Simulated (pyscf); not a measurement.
Single points on ωB97X-D3(BJ)/def2-SVP structures (PySCF, gas phase). MP2 and CC: frozen core, UHF for open shells. ΔMP2 is the change of the MP2 total energy from the triple- to the quadruple-zeta basis.

Task: For the elementary gas-phase step H₂C=CH–SiH₃ → H₃C–CH=SiH₂ (singlet surface; H–Si broken, C–H formed), what barrier and reaction energy does CCSD(T)/def2-TZVPP + ΔMP2(QZVPP) give, measured from the reactant's lowest minimum found?

Result: ΔE‡ = 3.19 eV, ΔE = +0.79 eV. Zero-point energy shifts the barrier by -0.07 eV. It is a hydrogen shift, with an imaginary mode of 1524i cm⁻¹. This is the saddle that the search found; another between the same sides may lie lower. The CCSD(T) − MP2 part came from Ansatz, without density fitting, on the same reference.
